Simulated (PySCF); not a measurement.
## Calculated NMR parameters of C#C[SiH2]/C=C/C(Cl)=C/C=C

```
Formula                 : C8H9ClSi
SMILES                  : C#C[SiH2]/C=C/C(Cl)=C/C=C
Degrees of unsaturation : 5
Carbon signals          : 8
Proton signals          : 8
```

Mapped SMILES: `[CH:1]#[C:2][SiH2:3]/[CH:4]=[CH:5]/[C:6]([Cl:7])=[CH:8]/[CH:9]=[CH2:10]`. Each H is labelled by its parent atom. Ha(C10) is cis to C8; Hb(C10) is trans to C8.

Theory: coordinates at the GFN2-xTB level, PBE0/pcSseg-1 with gauge-including orbitals, in PySCF 2.14 (a single conformation, non-relativistic, isolated molecule, fast rotation and ring inversion assumed for equivalent nuclei).

Chemical shifts δ = σref − σ; ¹H (σ = 31.72 ppm) and ¹³C (σ = 186.93 ppm) and ²⁹Si (σ = 349.16 ppm) vs TMS, all at this level.

```tsv
carbon	δC, type	δH (multiplicity)	HMBC from (2–3 bonds)	span of the C tensor (ppm)
C1	106.0, CH	2.01 (t)	H(Si3)	256
C2	85.0, C	–	H(C4), H(Si3), H(C1)	281
C4	130.1, CH	6.54 (m)	H(C5), H(Si3)	219
C5	152.8, CH	7.21 (d)	H(C4), H(C8), H(Si3)	215
C6	145.6, C	–	H(C9), H(C5), H(C4), H(C8)	140
C8	139.5, CH	6.50 (d)	H(C9), H(C5), Hb(C10), Ha(C10)	172
C9	141.6, CH	7.34 (m)	H(C8), Hb(C10), Ha(C10)	234
C10	130.4, CH2	Ha(C10) 5.77 (m); Hb(C10) 5.78 (m)	H(C9), H(C8)	214
```

Other nuclei:
```json
{"atoms": "H(Si3)", "nucleus": "¹H", "environment": "hydrogen on a silicon bonded to 2 C", "δ (ppm)": "4.87", "σ (ppm)": "26.84"}
{"atoms": "Si3", "nucleus": "²⁹Si", "environment": "silicon bonded to 2 C, 2 H", "δ (ppm)": "-69.5", "σ (ppm)": "418.7"}
```

- Carbon types of the structure: 2 × C, 5 × CH, 1 × CH2, leaving 2 H on heteroatoms.
- δC 152.8, 141.6, 139.5, 130.1: alkene CH; the olefinic region.
- δC 145.6: fully substituted alkene carbon; the olefinic region.
- δC 130.4: terminal =CH2 carbon; as expected for a trigonal carbon in a double bond.
- δC 106.0: terminal alkyne carbon.
- δC 85.0: alkyne carbon; sp carbons lie upfield of alkene carbons because the cylindrical π system leaves one tensor component strongly shielded.

Carbons that carry Cl, above all several Cl atoms, come out too deshielded, partly because spin–orbit coupling is missing. Shifts are as computed. Against solution values, carbons near 30 ppm lie about +3 ppm off and those near 130 ppm about +5 ppm; carbons on Cl a further +6 ppm. Of 1309 compounds with measured shifts, 239 miss one by over three times the rms of a fit or turn the order of signals round; such compounds aren't used in these exercises. No couplings were computed; multiplicities are counted from neighbouring protons, with m where these are inequivalent, close in shift, in a saturated or five-membered ring or joined by F or P, and br s for small geminal =CH2 splittings.
